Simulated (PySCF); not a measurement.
How methods differ on the excitation energy of Yb

Yb [Xe] 4f14 6s2 (1S) → Yb [Xe] 4f14 5d2 (3F), as a difference of total energies. All numbers are calculated (PySCF 2.14, the spin-free X2C one-electron Hamiltonian (Gaussian nucleus), in x2c-TZVPPall (11s7p7d4f2g, 113 functions)). Correlated levels: valence: [Kr] 4d10 frozen; valence and next inner shell: [Ar] 3d10 frozen. The calculations carry no spin-orbit coupling.

```csv
method,excitation energy (cm⁻¹)
UHF,47451
LDA,48811
PBE,46360
PBE0,46698
r2SCAN,44357
MP2 (valence),53524
SCS-MP2 (valence),54635
MP2 (valence and next inner shell),53816
SCS-MP2 (valence and next inner shell),54881
```

A first-order spin-orbit estimate (lowest level to lowest level, LS coupling) adds -0.086 eV.
